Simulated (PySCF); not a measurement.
Al(F)(Me)(NHMe) (C2H7AlFN), SMILES C[NH][Al]([CH3])[F]. Geometry optimised at B3LYP-D3(BJ)/def2-SVP. The structure was generated by enumeration; whether it is a known compound was not checked. Other conformers were not sampled.

Computed equilibrium geometry at B3LYP-D3(BJ)/def2-SVP (PySCF confirms it by a frequency run) as bond lengths and angles, and its point group (one conformer of several):
point group Cs.
Atoms: Al1 F2 C3 H4 H5 H6 N7 C8 H9 H10 H11 H12. Bond lengths (Å): Al1–F2 1.674, Al1–C3 1.943, Al1–N7 1.773, C3–H4 1.102, C3–H5 1.103, C3–H6 1.103, N7–C8 1.452, N7–H9 1.018, C8–H10 1.107, C8–H11 1.107, C8–H12 1.102. Bond angles (°): F2–Al1–C3 120.2, F2–Al1–N7 115.2, C3–Al1–N7 124.5, Al1–C3–H4 112.6, Al1–C3–H5 110.8, Al1–C3–H6 110.8, H4–C3–H5 107.8, H4–C3–H6 107.8, H5–C3–H6 106.8, Al1–N7–C8 129.1, Al1–N7–H9 118.9, C8–N7–H9 112.1, N7–C8–H10 112.8, N7–C8–H11 112.8, N7–C8–H12 110.3, H10–C8–H11 107.1, H10–C8–H12 106.7, H11–C8–H12 106.7.
